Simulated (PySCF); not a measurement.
## (Cl2Ga-mu-PH2)2

Geometry:
| atom | x (Å) | y (Å) | z (Å) |
| --- | --- | --- | --- |
| Ga1 | -0.540 | 1.693 | -0.463 |
| Cl2 | -0.797 | 2.167 | -2.479 |
| Cl3 | -0.888 | 3.121 | 1.018 |
| P4 | 1.625 | 0.494 | -0.084 |
| Ga5 | 0.540 | -1.692 | 0.468 |
| Cl6 | 0.890 | -3.105 | -1.026 |
| Cl7 | 0.795 | -2.184 | 2.479 |
| P8 | -1.626 | -0.491 | 0.095 |
| H9 | 2.471 | 1.026 | 0.869 |
| H10 | 2.502 | 0.479 | -1.151 |
| H11 | -2.518 | -0.488 | 1.149 |
| H12 | -2.455 | -1.019 | -0.874 |

Method: GIAO B3LYP/def2-SVP magnetisability, rotational g tensor and spin-rotation constants, non-relativistic, gas phase in PySCF. Geometry: GFN2-xTB.

The calculation is non-relativistic, which matters for the atoms heavier than Zn.

Question: Give the nuclear spin-rotation constants along the inertial axes (H = +C I·J) beside the isotropic shieldings.

Answer: Rotational constants 0.7539, 0.2772, 0.2429 GHz.
| atom | isotope | Caa (kHz) | Cbb (kHz) | Ccc (kHz) | mean (kHz) | σ (ppm) |
| --- | --- | --- | --- | --- | --- | --- |
| Ga1 | 69Ga | 1.210 | 0.351 | 0.431 | 0.664 | 1578.2 |
| Cl2 | 35Cl | 0.106 | 0.029 | 0.037 | 0.058 | 919.4 |
| Cl3 | 35Cl | 0.106 | 0.029 | 0.037 | 0.057 | 920.3 |
| P4 | 31P | 0.686 | 0.325 | 0.277 | 0.429 | 524.3 |
| Ga5 | 69Ga | 1.210 | 0.351 | 0.431 | 0.664 | 1578.1 |
| Cl6 | 35Cl | 0.106 | 0.029 | 0.037 | 0.058 | 919.4 |
| Cl7 | 35Cl | 0.106 | 0.029 | 0.037 | 0.057 | 920.4 |
| P8 | 31P | 0.686 | 0.325 | 0.277 | 0.429 | 524.4 |
| H9 | 1H | -0.091 | -0.008 | -0.011 | -0.037 | 28.8 |
| H10 | 1H | -0.091 | -0.007 | -0.012 | -0.037 | 28.8 |
| H11 | 1H | -0.091 | -0.008 | -0.011 | -0.037 | 28.8 |
| H12 | 1H | -0.091 | -0.007 | -0.012 | -0.037 | 28.8 |

For the geometry as given, no vibrational averaging.
